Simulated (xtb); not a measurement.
C4HCl2F, SMILES C(F)(C#C)=C(Cl)Cl. All values are semi-empirical tight-binding results from xtb (GFN2-xTB unless named), good for trends rather than for accurate numbers. Geometry optimised at GFN2-xTB. The structure was generated by enumeration, and PubChem lists no compound with its InChIKey, so it may never have been made.

```
Quantity                                          Value
----------------------------------------  -------------
point group as xtb finds it                          Cs
orbital gap                                     3.41 eV
dipole moment                                    1.86 D
zero-point energy                         21.0 kcal/mol
G − E(el) at 298.15 K (modified RRHO)      0.2 kcal/mol
static polarisability (D4 model)             71.4 bohr³
solvation energy, GFN2-xTB/ALPB(water)    -1.9 kcal/mol
solvation energy, GFN2-xTB/ALPB(toluene)  -5.0 kcal/mol
```
